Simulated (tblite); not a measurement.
Compound: C₅H₁₄P₂.
Bonds: C1–P2, P2–C3, C3–C4, C4–P5, P5–C6, P5–C7. Hydrogens: H8, H9, H10 on C1; H11 on P2; H12, H13 on C3; H14, H15 on C4; H16, H17, H18 on C6; H19, H20, H21 on C7.

Computed with GFN2-xTB (tblite), gas phase: L-BFGS steps from a force-field or distance-geometry start until the largest atomic force falls under 0.01 eV/Å.

Step 68: E = -622.1080 eV
```
atom  x, y, z in Å  |  force x, y, z in eV/Å
C1      2.9360    0.5648    0.4622    0.005   0.008   0.005
P2      1.8347   -0.8335    1.0198    0.024  -0.049   0.020
C3      0.9660   -1.2019   -0.5804    0.013   0.024   0.005
C4     -0.1344   -0.1629   -0.7452    0.011  -0.009  -0.011
P5     -1.1558   -0.1863    0.8193   -0.027   0.000  -0.001
C6     -1.5671    1.6119    0.9100    0.004   0.028  -0.007
C7     -2.7522   -0.7657    0.0791   -0.059  -0.027  -0.036
H8      2.6787    0.8885   -0.5448    0.017  -0.040  -0.007
H9      2.8159    1.4114    1.1367   -0.027  -0.010   0.011
H10     3.9764    0.2514    0.4892   -0.009   0.021   0.002
H11     2.7961   -1.8442    0.8555   -0.006   0.009  -0.033
H12     1.6683   -1.2059   -1.4212   -0.027  -0.001   0.023
H13     0.5271   -2.2019   -0.4841    0.029   0.083  -0.015
H14    -0.7527   -0.3647   -1.6235   -0.006  -0.010  -0.004
H15     0.3031    0.8346   -0.8545    0.005  -0.044   0.006
H16    -2.3474    1.7579    1.6555    0.022  -0.002  -0.007
H17    -0.6790    2.1579    1.2226   -0.011   0.017   0.007
H18    -1.9100    1.9840   -0.0551    0.005   0.016   0.005
H19    -2.6184   -1.7773   -0.3006   -0.002  -0.016   0.024
H20    -3.0714   -0.1141   -0.7345   -0.003  -0.009   0.021
H21    -3.5230   -0.7870    0.8483    0.042   0.014  -0.006
```

Step 69: E = -622.1088 eV
```
atom  x, y, z in Å  |  force x, y, z in eV/Å
C1      2.9262    0.5653    0.4638    0.002  -0.011   0.008
P2      1.8324   -0.8421    1.0186    0.047  -0.008   0.029
C3      0.9647   -1.2039   -0.5829    0.025   0.017   0.024
C4     -0.1310   -0.1607   -0.7453    0.001  -0.016  -0.012
P5     -1.1510   -0.1833    0.8195   -0.049  -0.008   0.004
C6     -1.5634    1.6142    0.9086    0.003   0.029  -0.003
C7     -2.7480   -0.7659    0.0814   -0.051  -0.033  -0.030
H8      2.6712    0.8829   -0.5462    0.024  -0.036   0.013
H9      2.7984    1.4130    1.1362   -0.027  -0.027  -0.005
H10     3.9682    0.2563    0.4959   -0.021   0.034   0.005
H11     2.8021   -1.8440    0.8498   -0.012  -0.002  -0.040
H12     1.6689   -1.2110   -1.4213   -0.022   0.007   0.002
H13     0.5213   -2.2012   -0.4888    0.020   0.054  -0.013
H14    -0.7514   -0.3608   -1.6216   -0.018  -0.009  -0.028
H15     0.3090    0.8349   -0.8550    0.011  -0.028   0.006
H16    -2.3469    1.7600    1.6503    0.017  -0.002   0.004
H17    -0.6762    2.1582    1.2261   -0.005   0.031   0.008
H18    -1.9019    1.9883   -0.0569    0.006   0.014  -0.007
H19    -2.6108   -1.7777   -0.2965   -0.007  -0.014   0.017
H20    -3.0716   -0.1161   -0.7315    0.008  -0.006   0.010
H21    -3.5191   -0.7892    0.8502    0.047   0.013   0.008
```

Step 70: E = -622.1096 eV
```
atom  x, y, z in Å  |  force x, y, z in eV/Å
C1      2.9161    0.5654    0.4657   -0.001  -0.024   0.013
P2      1.8311   -0.8508    1.0178    0.059   0.030   0.032
C3      0.9639   -1.2059   -0.5847    0.026   0.011   0.037
C4     -0.1273   -0.1591   -0.7456   -0.018  -0.016  -0.007
P5     -1.1471   -0.1803    0.8195   -0.057  -0.011   0.004
C6     -1.5594    1.6171    0.9070    0.001   0.022  -0.001
C7     -2.7446   -0.7667    0.0831   -0.023  -0.027  -0.015
H8      2.6637    0.8768   -0.5471    0.026  -0.028   0.026
H9      2.7798    1.4136    1.1363   -0.026  -0.034  -0.019
H10     3.9598    0.2625    0.5024   -0.021   0.041   0.012
H11     2.8081   -1.8433    0.8424   -0.009  -0.021  -0.045
H12     1.6688   -1.2171   -1.4215   -0.010   0.018  -0.018
H13     0.5150   -2.1995   -0.4930    0.009   0.009  -0.006
H14    -0.7497   -0.3573   -1.6203   -0.023  -0.007  -0.044
H15     0.3158    0.8344   -0.8551    0.012  -0.006   0.005
H16    -2.3459    1.7623    1.6452    0.008   0.000   0.014
H17    -0.6736    2.1596    1.2296    0.003   0.038   0.007
H18    -1.8939    1.9926   -0.0590    0.007   0.015  -0.017
H19    -2.6032   -1.7781   -0.2937   -0.014  -0.013   0.007
H20    -3.0723   -0.1172   -0.7278    0.012  -0.005  -0.007
H21    -3.5139   -0.7922    0.8529    0.039   0.009   0.023
```

Step 71: E = -622.1105 eV
```
atom  x, y, z in Å  |  force x, y, z in eV/Å
C1      2.9047    0.5652    0.4680   -0.001  -0.029   0.016
P2      1.8308   -0.8601    1.0176    0.054   0.050   0.027
C3      0.9635   -1.2083   -0.5860    0.014   0.005   0.037
C4     -0.1234   -0.1578   -0.7461   -0.035  -0.010   0.001
P5     -1.1436   -0.1773    0.8195   -0.045  -0.007  -0.003
C6     -1.5550    1.6207    0.9054   -0.001   0.011   0.001
C7     -2.7411   -0.7679    0.0848    0.012  -0.013   0.004
H8      2.6554    0.8699   -0.5476    0.023  -0.018   0.028
H9      2.7578    1.4135    1.1361   -0.026  -0.031  -0.025
H10     3.9505    0.2712    0.5096   -0.010   0.039   0.022
H11     2.8145   -1.8430    0.8336   -0.001  -0.040  -0.048
H12     1.6681   -1.2239   -1.4223    0.003   0.031  -0.029
H13     0.5078   -2.1977   -0.4977    0.003  -0.038   0.007
H14    -0.7480   -0.3535   -1.6198   -0.017  -0.003  -0.046
H15     0.3240    0.8333   -0.8548    0.005   0.012   0.002
H16    -2.3446    1.7655    1.6398   -0.001   0.002   0.020
H17    -0.6707    2.1623    1.2336    0.006   0.038   0.002
H18    -1.8847    1.9974   -0.0616    0.007   0.016  -0.022
H19    -2.5948   -1.7788   -0.2912   -0.024  -0.013  -0.004
H20    -3.0728   -0.1178   -0.7233    0.011  -0.006  -0.024
H21    -3.5074   -0.7960    0.8567    0.023   0.004   0.034
```

Question: Estimate the geometry and energy of step 72. (The exact step hangs on the optimiser's Hessian estimate; all steps are aligned on step 71, rigid shifts and turns removed.)

Answer: E = -622.1114 eV, largest force 0.074 eV/Å
```
atom  x, y, z in Å  |  force x, y, z in eV/Å
C1      2.8923    0.5644    0.4705    0.004  -0.022   0.014
P2      1.8314   -0.8698    1.0176    0.031   0.043   0.013
C3      0.9632   -1.2111   -0.5873   -0.009  -0.002   0.024
C4     -0.1198   -0.1566   -0.7465   -0.042  -0.002   0.007
P5     -1.1404   -0.1739    0.8198   -0.016   0.003  -0.012
C6     -1.5500    1.6252    0.9037   -0.004   0.001   0.001
C7     -2.7370   -0.7695    0.0868    0.038   0.005   0.020
H8      2.6467    0.8619   -0.5477    0.018  -0.007   0.019
H9      2.7325    1.4127    1.1350   -0.025  -0.019  -0.023
H10     3.9405    0.2823    0.5180    0.011   0.032   0.034
H11     2.8209   -1.8442    0.8245    0.005  -0.050  -0.050
H12     1.6670   -1.2303   -1.4242    0.008   0.041  -0.023
H13     0.5003   -2.1967   -0.5036    0.007  -0.070   0.023
H14    -0.7469   -0.3491   -1.6199    0.000   0.002  -0.035
H15     0.3329    0.8321   -0.8542   -0.010   0.018   0.000
H16    -2.3432    1.7693    1.6343   -0.007   0.006   0.020
H17    -0.6674    2.1660    1.2382    0.002   0.030  -0.006
H18    -1.8741    2.0032   -0.0648    0.008   0.013  -0.018
H19    -2.5856   -1.7799   -0.2880   -0.033  -0.012  -0.014
H20    -3.0723   -0.1191   -0.7191    0.008  -0.011  -0.036
H21    -3.4998   -0.7999    0.8612    0.005  -0.001   0.041
```

The energy changes by -0.0009 eV. The first-order estimate −F·Δx gives -0.0013 eV and the mean of the old and new forces, exact on a quadratic surface, -0.0009 eV. The step makes an angle of 82° with the force vector and moves no atom by more than 0.025 Å.

What follows is the cost of the whole relaxation. The run took 1.3 s of wall time on Arm Neoverse V2, one thread, shared host.
